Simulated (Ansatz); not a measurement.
`[CH3][Al-]1([OH])[O]C=CC=[O+]1` + `[LiH]` → `[CH3][AlH][OH]` + `[Li-]1[O]C=CC=[O+]1` at 600 K and 1 bar (redistribution).

Computed with Ansatz on PBE0-D4/def2-TZVP structures; ΔE is electronic, products minus reactants. CBS: MP2 limit from def2 TZ/QZ plus the TZ coupled-cluster correction, frozen cores. For Li outer-core shells are correlated without core-valence functions, which leaves a few kJ/mol of doubt a bond. One conformer a species, not always the lowest.

```tsv
species	CCSD(T)/CBS energy (Eh)	H − E (kJ/mol)	S (J/(mol·K))
`[CH3][Al-]1([OH])[O]C=CC=[O+]1`	-624.10852	371.8	542.4
`[LiH]`	-8.06146	26.5	192.2
`[CH3][AlH][OH]`	-358.31021	194.9	376.4
`[Li-]1[O]C=CC=[O+]1`	-273.87736	204.2	377.6
```

H − E and S are ideal-gas, rigid-rotor, harmonic terms from PBE0-D4/def2-TZVP, for one conformer and one mirror image of each species. 1 Eh = 2625.50 kJ/mol, R = 8.31446 J/(mol·K).

Q: By hand: ΔE, ΔH, ΔS and ΔG.

A: ΔE = (-358.31021) + (-273.87736) − (-624.10852) − (-8.06146) = -0.01759 Eh = -46.2 kJ/mol. Δ(H − E) = 194.9 + 204.2 − 371.8 − 26.5 = 0.8, so ΔH = -45.4 kJ/mol. ΔS = 376.4 + 377.6 − 542.4 − 192.2 = 19.4 J/(mol·K). ΔG = -45.4 − 600 × (19.4)/1000 = -57.0 kJ/mol.

Q: By hand: the equilibrium constant, and the temperature at which ΔG would vanish if ΔH and ΔS stayed fixed.

A: log₁₀ K = −ΔG/(RT ln 10) = 5.0. ΔH and −TΔS have one sign here, so there is no such temperature.

ΔH outweighs TΔS. A doubt of 5 kJ/mol in ΔE shifts log₁₀ K by 0.4 here. Other conformers and mirror images would add mixing entropy, several J/(mol·K) or more a flexible species. Modes under 60 cm⁻¹, often nearly free rotors, make the harmonic entropy too high. These are equilibria of isolated gas molecules and say nothing of rates. Largest T1 diagnostic: 0.018 (customary marks: 0.02 for closed shells, 0.045 for open ones).
